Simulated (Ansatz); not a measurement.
`C[SiH2][Al]([F])[SiH3]` and `[F][Al]([F])[SiH3]` differ in one atom or group.

Ansatz, PBE0-D4/def2-TZVP geometries, multiplicity 1. Each molecule was computed in one conformer, which needn't be the lowest.

```tsv
property	`C[SiH2][Al]([F])[SiH3]`
size of the dipole moment (ωB97M-V/def2-TZVPP) / D	1.93
HOMO–LUMO gap (PBE/def2-TZVPP) / eV	3.32
HOMO energy (PBE0/def2-TZVPP) / eV	-7.08
HOMO energy (PBE/def2-TZVPP) / eV	-6.05
HOMO–LUMO gap (PBE0/def2-TZVPP) / eV	5.07
LUMO energy (PBE/def2-TZVPP) / eV	-2.74
```

Problem. Give the same properties after the change, and the shifts. (An estimate is asked.)

Solution. Computed: 
| property | `[F][Al]([F])[SiH3]` | shift |
| --- | --- | --- |
| size of the dipole moment (ωB97M-V/def2-TZVPP) / D | 1.74 | -0.19 |
| HOMO–LUMO gap (PBE/def2-TZVPP) / eV | 5.29 | 1.97 |
| HOMO energy (PBE0/def2-TZVPP) / eV | -8.68 | -1.60 |
| HOMO energy (PBE/def2-TZVPP) / eV | -7.51 | -1.46 |
| HOMO–LUMO gap (PBE0/def2-TZVPP) / eV | 7.21 | 2.14 |
| LUMO energy (PBE/def2-TZVPP) / eV | -2.22 | 0.52 |

With PBE0 the HOMO falls by 1.60 eV and the LUMO rises by 0.54 eV, so the gap widens by about 2.14 eV. PBE moves the HOMO by -1.46 eV and ωB97M-V by -1.74 eV. Dipoles are sizes alone; their direction can turn.
